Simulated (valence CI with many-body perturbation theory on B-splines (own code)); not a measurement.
Values are calculated unless marked as measured or tabulated.
Hyperfine factors and g values of Tm27+

Method: relativistic CI+MBPT: six valence electrons over a frozen Dirac-Fock core [Kr], a basis of 7 s, 7 p, 8 d, 6 f, 4 g, 1 h functions for each j, with the one-electron correlation potential Σ1, the two-electron term Σ2, the three-electron term Σ3, Breit, model QED; selected CI, second order for the rest, scaled by the run's own slope (own B-spline code, finite nucleus).

The last digits are not significant, and no measured levels were compared; by estimate large intervals hold to a few tenths of a per cent, small ones and those within an open d or f shell to about a per cent. Core correlation moves these levels by up to 8400 cm⁻¹, and in measured spectra 5 to 20 % of such shifts remained as error; rates that hang on mixing are uncertain with them. Among the levels kept, up to 780 cm⁻¹ of a level comes from second order outside the variational space, and about a tenth of that is noise between levels of different J, which matters for small intervals. Only levels of the ground parity were solved; by the run's estimate the other parity begins above the list, which can be wrong where configurations are misplaced.

A/g_I is the dipole constant over the nuclear g factor μ/I (μ in nuclear magnetons, uniformly magnetised nucleus), B/Q the quadrupole constant per barn. Both hold the static response of the core; the bare values leave it out. Large factors of s and p1/2 electrons are usually good to 5 to 10 %; those of open d and f shells near neutrality can be off by tens of per cent, and small factors of p3/2, d and f electrons come from cancelling terms and can be off by a factor of two or in sign, in half-filled shells by more. B is blank for J = 1/2, where it vanishes, and for nearly pure S terms. Energies count from the lowest level. Levels with J = 0 are left out.

Levels are named by their leading jj configuration (3d3/2^4 stands for four electrons in 3d with j = 3/2), which in mixed levels can hold well under half, so a name can repeat and another be missing. Letters in brackets count levels of one name in rising energy.

```
                    Level  E (cm⁻¹)      g  A/g_I (MHz)  A/g_I bare  B/Q (MHz/b)  B/Q bare
    (4d3/2^4 4d5/2^2) J=4         0  1.311         5730        6220        12500     12000
    (4d3/2^4 4d5/2^2) J=2     18697  1.325         5670        6190        -5860     -5580
(4d3/2^3 4d5/2^3) J=3 [a]     71331  1.403         3120        3800         1230      1170
(4d3/2^3 4d5/2^3) J=4 [a]     82278  1.147         6980        7130        10100      9730
(4d3/2^3 4d5/2^3) J=1 [a]     83469  1.361         5360        5950        -4540     -4330
    (4d3/2^3 4d5/2^3) J=5    102820  1.128         8260        8360         5510      5310
    (4d3/2^3 4d5/2^3) J=6    104480  1.116         9170        9240       -11000    -10500
(4d3/2^3 4d5/2^3) J=2 [a]    117260  0.941        11600       11300        -9020     -8630
(4d3/2^3 4d5/2^3) J=3 [b]    120570  1.040        10500       10400         4660      4430
(4d3/2^3 4d5/2^3) J=2 [b]    146600  1.183         7620        7840         9080      8700
(4d3/2^3 4d5/2^3) J=1 [b]    150170  1.051         6810        6750         8780      8420
(4d3/2^3 4d5/2^3) J=4 [b]    152550  1.033        10500       10400        -6780     -6530
(4d3/2^3 4d5/2^3) J=3 [c]    161910  1.082        10000       10000       -14200    -13600
(4d3/2^2 4d5/2^4) J=2 [a]    167520  1.393         1670        2340         3120      3020
(4d3/2^2 4d5/2^4) J=4 [a]    183430  1.096         8910        8940          858       870
(4d3/2^2 4d5/2^4) J=3 [a]    192470  1.194         6100        6340        -6670     -6400
    (4d3/2^2 4d5/2^4) J=5    193770  1.100         9420        9460        -8450     -8090
    (4d3/2^2 4d5/2^4) J=6    205440  1.045        10300       10300       -12700    -12100
(4d3/2^2 4d5/2^4) J=3 [b]    207080  0.949        12200       11900          821       796
    (4d3/2^2 4d5/2^4) J=1    218000  1.080        10200       10200        -3930     -3770
(4d3/2^2 4d5/2^4) J=4 [b]    225240  1.055        10600       10600         -610      -604
(4d3/2^2 4d5/2^4) J=2 [b]    225660  1.052        10400       10300        -8220     -7910
(4d3/2^2 4d5/2^4) J=2 [c]    254240  0.837        14500       13900        -1590     -1510
(4d3/2^2 4d5/2^4) J=4 [c]    262620  1.164         7520        7690       -11600    -11100
      (4d3/2 4d5/2^5) J=1    274040  1.498        -1730        -841        -2650     -2530
      (4d3/2 4d5/2^5) J=4    311070  1.024        10700       10600        -6960     -6620
(4d3/2^2 4d5/2^4) J=2 [d]    311760  1.036        10400       10300        15400     14800
      (4d3/2 4d5/2^5) J=2    322530  1.211         7150        7420       -15600    -15000
      (4d3/2 4d5/2^5) J=3    326260  1.065         9790        9760       -14400    -13800
```

Task: Take the isotope of mass number 171, with I = 1/2, μ = -0.23 μN. What is the hyperfine structure of (4d3/2^3 4d5/2^3) J=4 [a]?

Result: From the table A = -3210 MHz. Shifts from the centre of gravity in MHz: F = 7/2: 8020, F = 9/2: -6420.
